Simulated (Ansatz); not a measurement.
Ansatz (an electronic-structure program) input (CCSD(T)/aug-cc-pVDZ):

Ansatz 0.2 input:
```yaml
crystal:
  periodic: [false, false, false]
  atoms:
    - {symbol: C, position_ang: [-1.81227139, 0.12475346, 0.22858530]}
    - {symbol: C, position_ang: [-0.49148076, -0.49211109, -0.20218241]}
    - {symbol: N, position_ang: [0.63278353, 0.33494026, 0.20044829]}
    - {symbol: C, position_ang: [1.90194013, 0.03520105, -0.25744839]}
    - {symbol: H, position_ang: [-1.93891041, 1.11664588, -0.20755677]}
    - {symbol: H, position_ang: [-2.64837203, -0.50210995, -0.08438184]}
    - {symbol: H, position_ang: [-1.86288053, 0.22262264, 1.31627851]}
    - {symbol: H, position_ang: [-0.40055581, -1.51117880, 0.20102361]}
    - {symbol: H, position_ang: [-0.45669066, -0.58213316, -1.29115600]}
    - {symbol: H, position_ang: [0.59012487, 0.63251673, 1.16473270]}
    - {symbol: H, position_ang: [1.97869697, -0.33586589, -1.26997098]}
    - {symbol: H, position_ang: [2.71997510, 0.60786016, 0.15416590]}
basis:
  gaussian:
    orbitals: aug-cc-pVDZ
magnetization: {spin_polarized: true, initial_magnetization: 1}
correlation: {method: ccsd_t, electrons: outside_noble_gas}
output: {forces: true}
```

Output:

```
Functional definition: HF
integrals: 0.91 GiB planned
1614 factors; integrals over basis functions are off by at most 8.2e-4 eV
mean field: 0.96 GiB planned
mean field evaluation 1: about -4695.0709 eV, gradient 2.6e1 eV
mean field evaluation 2: about -4695.0824 eV, gradient 2.6e1 eV
mean field evaluation 4: about -4698.7550 eV, gradient 3.2e0 eV
mean field evaluation 8: about -4698.8515 eV, gradient 2.6e-1 eV
mean field evaluation 16: about -4698.1984 eV, gradient 1.0e1 eV
mean field evaluation 32: about -4695.4586 eV, gradient 1.7e0 eV
mean field evaluation 64: about -4694.7232 eV, gradient 6.9e0 eV
mean field -4698.85393839 eV, -172.6796972381 hartree, gradient 1.5e-6 eV, S^2 0.763327; 1 other end points of the search recorded, 0 dependent functions left out
determinant -4698.85393839 eV, -172.6796972381 hartree, with singles and doubles -4716.88865188 eV, -173.3424607346 hartree
determinant -4695.54942669 eV, -172.5582586731 hartree, with singles and doubles -4713.61931032 eV, -173.2223146483 hartree
4 core orbitals not correlated
reference -4698.85393839 eV, -172.6796972381 hartree; 13, 12 occupied and 147, 148 virtual orbitals, 1614 factors
densities: 7.80 GiB planned
second order -16.53121758 eV of doubles, -0.00000000 eV of singles
coupled cluster: 4.26 GiB planned
cycle   1  -17.97143234 eV  change   -6.5e-1 eV  update   3.1e-2
cycle   2  -18.00241394 eV  change   -3.1e-2 eV  update   8.2e-3
cycle   3  -18.00597243 eV  change   -3.6e-3 eV  update   5.1e-3
cycle   4  -18.00722473 eV  change   -1.3e-3 eV  update   2.1e-3
cycle   5  -18.00774914 eV  change   -5.2e-4 eV  update   1.0e-3
cycle   6  -18.00808968 eV  change   -3.4e-4 eV  update   4.0e-4
cycle   7  -18.00826972 eV  change   -1.8e-4 eV  update   1.8e-4
cycle   8  -18.00834580 eV  change   -7.6e-5 eV  update   7.5e-5
cycle   9  -18.00835003 eV  change   -4.2e-6 eV  update   3.2e-5
cycle  10  -18.00834616 eV  change    3.9e-6 eV  update   1.2e-5
cycle  11  -18.00834568 eV  change    4.8e-7 eV  update   5.5e-6
cycle  12  -18.00834691 eV  change   -1.2e-6 eV  update   2.8e-6
perturbative correction -0.58572842 eV, -0.0215251225 hartree
the calculation of the forces begins
Total energy: -4717.44801372 eV, -173.3630169031 hartree
Atom 0 at    -1.812271     0.124753     0.228585 Å, force     0.071858     0.015589     0.006014 eV/Å
Atom 1 at    -0.491481    -0.492111    -0.202182 Å, force    -0.004254    -0.112853     0.014310 eV/Å
Atom 2 at     0.632784     0.334940     0.200448 Å, force    -0.399202     0.488080     0.027725 eV/Å
Atom 3 at     1.901940     0.035201    -0.257448 Å, force     0.250135    -0.335407     0.053869 eV/Å
Atom 4 at    -1.938910     1.116646    -0.207557 Å, force    -0.044343     0.435452    -0.204252 eV/Å
Atom 5 at    -2.648372    -0.502110    -0.084382 Å, force    -0.356781    -0.293108    -0.145822 eV/Å
Atom 6 at    -1.862881     0.222623     1.316279 Å, force    -0.008856     0.036170     0.476589 eV/Å
Atom 7 at    -0.400556    -1.511179     0.201024 Å, force     0.032882    -0.399320     0.171249 eV/Å
Atom 8 at    -0.456691    -0.582133    -1.291156 Å, force     0.023900    -0.017680    -0.467737 eV/Å
Atom 9 at     0.590125     0.632517     1.164733 Å, force     0.011387     0.079186     0.366489 eV/Å
Atom 10 at     1.978697    -0.335866    -1.269971 Å, force     0.027856    -0.173174    -0.497940 eV/Å
Atom 11 at     2.719975     0.607860     0.154166 Å, force     0.395418     0.277063     0.199505 eV/Å
Dipole moment:    -0.247140     0.011897     0.118471 e Å
```

It need not be the lowest isomer of its formula.
